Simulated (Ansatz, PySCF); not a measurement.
Potential energy curve for K2, singlet.

- UHF/def2-SVP (PySCF)
- RHF/def2-SVP (PySCF)
- UKS-TPSSh = unrestricted TPSSh/def2-SVP (PySCF 2.14.0)
- RKS-TPSSh = restricted TPSSh/def2-SVP (PySCF 2.14.0)
- UKS-B3LYP = unrestricted B3LYP/def2-SVP run with PySCF
- RKS-B3LYP = restricted B3LYP/def2-SVP (PySCF)
- UKS-M06-2X = unrestricted M06-2X/def2-SVP (PySCF)
- RKS-M06-2X = restricted M06-2X/def2-SVP (PySCF)
- UKS-PBE = Ansatz (a quantum-chemistry and plane-wave program) with unrestricted PBE/def2-SVP
- RKS-PBE = restricted PBE/def2-SVP (Ansatz)

Scanned distances (Å): 3.19, 3.39, 3.57, 3.74, 3.91, 4.01, 4.10, 4.23, 4.38, 4.67, 4.99, 5.37, 5.96, 6.63, 7.22, 7.98, 8.85, 9.85, 10.70, 12.02.

Where does the unrestricted solution first break spin symmetry (<S²> of 0.01 or more)?

UHF: already at 3.19 Å; UKS-TPSSh: between 4.99 and 5.37 Å; UKS-B3LYP: between 4.99 and 5.37 Å; UKS-M06-2X: already at 3.19 Å; UKS-PBE: between 4.99 and 5.37 Å.

| R / Å | <S²> UHF | E(RHF) − E(UHF) / kcal/mol | <S²> UKS-TPSSh | E(RKS-TPSSh) − E(UKS-TPSSh) / kcal/mol | <S²> UKS-B3LYP | E(RKS-B3LYP) − E(UKS-B3LYP) / kcal/mol | <S²> UKS-M06-2X | E(RKS-M06-2X) − E(UKS-M06-2X) / kcal/mol | <S²> UKS-PBE | E(RKS-PBE) − E(UKS-PBE) / kcal/mol |
|---|---|---|---|---|---|---|---|---|---|---|
| 3.19 | 0.42 | 1.0 | 0.00 | 0.0 | 0.00 | 0.0 | 0.01 | 0.0 | 0.00 | 0.0 |
| 3.39 | 0.43 | 1.1 | 0.00 | 0.0 | 0.00 | 0.0 | 0.04 | 0.0 | 0.00 | 0.0 |
| 3.57 | 0.46 | 1.3 | 0.00 | 0.0 | 0.00 | 0.0 | 0.06 | 0.1 | 0.00 | 0.0 |
| 3.74 | 0.49 | 1.5 | 0.00 | 0.0 | 0.00 | 0.0 | 0.08 | 0.2 | 0.00 | 0.0 |
| 3.91 | 0.53 | 1.8 | 0.00 | 0.0 | 0.00 | 0.0 | 0.11 | 0.3 | 0.00 | 0.0 |
| 4.01 | 0.55 | 2.1 | 0.00 | 0.0 | 0.00 | 0.0 | 0.13 | 0.3 | 0.00 | 0.0 |
| 4.10 | 0.57 | 2.3 | 0.00 | 0.0 | 0.00 | 0.0 | 0.14 | 0.4 | 0.00 | 0.0 |
| 4.23 | 0.61 | 2.7 | 0.00 | 0.0 | 0.00 | 0.0 | 0.17 | 0.6 | 0.00 | 0.0 |
| 4.38 | 0.65 | 3.3 | 0.00 | 0.0 | 0.00 | 0.0 | 0.20 | 0.8 | 0.00 | 0.0 |
| 4.67 | 0.72 | 4.5 | 0.00 | 0.0 | 0.00 | 0.0 | 0.27 | 1.3 | 0.00 | 0.0 |
| 4.99 | 0.79 | 6.2 | 0.00 | 0.0 | 0.00 | 0.0 | 0.34 | 2.0 | 0.00 | 0.0 |
| 5.37 | 0.85 | 8.4 | 0.19 | 0.1 | 0.27 | 0.1 | 0.40 | 3.0 | 0.08 | 0.0 |
| 5.96 | 0.92 | 12.2 | 0.43 | 0.9 | 0.65 | 1.2 | 0.48 | 4.7 | 0.43 | 0.4 |
| 6.63 | 0.96 | 16.6 | 0.61 | 2.2 | 0.86 | 3.0 | 0.55 | 6.6 | 0.73 | 1.4 |
| 7.22 | 0.98 | 20.1 | 0.72 | 3.3 | 0.94 | 4.5 | 0.59 | 8.2 | 0.89 | 2.5 |
| 7.98 | 0.99 | 24.1 | 0.81 | 4.8 | 0.98 | 6.3 | 0.63 | 10.0 | 0.97 | 3.9 |
| 8.85 | 1.00 | 27.9 | 0.89 | 6.1 | 0.99 | 7.8 | 0.66 | 11.6 | 0.99 | 5.1 |
| 9.85 | 1.00 | 31.2 | 1.00 | 7.3 | 1.00 | 8.9 | 0.69 | 12.8 | 1.00 | 5.9 |
| 10.70 | 1.00 | 33.4 | 1.00 | 7.9 | 1.00 | 9.5 | 1.00 | 13.6 | 1.00 | 6.3 |
| 12.02 | 1.00 | 35.9 | 1.00 | 8.4 | 1.00 | 10.2 | 1.00 | 15.0 | 1.00 | 6.6 |
